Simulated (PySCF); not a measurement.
Hf(F)(SH)3 (FH3HfS3), SMILES [F][Hf]([SH])([SH])[SH], multiplicity 1.

Coordinates come from a PBE0-D3(BJ)/def2-SVP optimisation. The multiplicity is an assumed one; no other spin state was optimised. The structure was generated by enumeration; whether it is a known compound was not checked. The def2 effective core potentials stand for the cores of Hf; spin–orbit coupling is left out. One conformer was computed; it need not be the lowest.

All values below come from PBE0-D3(BJ)/def2-SVP in PySCF.

Frequencies are harmonic and unscaled.

Computed vibrational spectrum:
| mode | ν (cm⁻¹) | IR (km/mol) | Raman (Å⁴/amu) | depolarisation | moving atoms (share of kinetic energy) |
|---|---|---|---|---|---|
| 1 | 78 | 2.9 | 3.0 | 0.75 | S 80 %, Hf 10 %, H 9 % |
| 2 | 82 | 0.4 | 2.4 | 0.74 | S 79 %, Hf 11 %, H 8 % |
| 3 | 92 | 3.8 | 2.8 | 0.70 | S 74 %, Hf 15 %, H 8 % |
| 4 | 117 | 5.6 | 0.5 | 0.66 | F 60 %, S 19 %, H 12 %, Hf 9 % |
| 5 | 123 | 4.5 | 0.9 | 0.74 | F 65 %, S 18 %, H 9 %, Hf 9 % |
| 6 | 171 | 31.4 | 0.9 | 0.74 | H 84 %, F 9 % |
| 7 | 183 | 7.7 | 1.0 | 0.70 | H 79 %, S 12 %, F 9 % |
| 8 | 252 | 23.1 | 2.0 | 0.53 | H 95 % |
| 9 | 347 | 33.1 | 11.7 | 0.14 | S 63 %, H 22 %, Hf 14 % |
| 10 | 351 | 18.3 | 14.9 | 0.08 | S 76 %, H 13 %, Hf 11 % |
| 11 | 366 | 48.3 | 2.8 | 0.74 | S 70 %, Hf 22 % |
| 12 | 471 | 43.5 | 6.1 | 0.75 | H 77 %, S 20 % |
| 13 | 512 | 17.2 | 7.5 | 0.71 | H 84 %, S 14 % |
| 14 | 517 | 30.7 | 13.3 | 0.75 | H 87 %, S 12 % |
| 15 | 669 | 89.3 | 3.2 | 0.03 | F 88 %, Hf 11 % |
| 16 | 2678 | 2.0 | 142.3 | 0.33 | H 97 % |
| 17 | 2678 | 2.1 | 156.6 | 0.22 | H 97 % |
| 18 | 2689 | 6.1 | 81.3 | 0.24 | H 97 % |
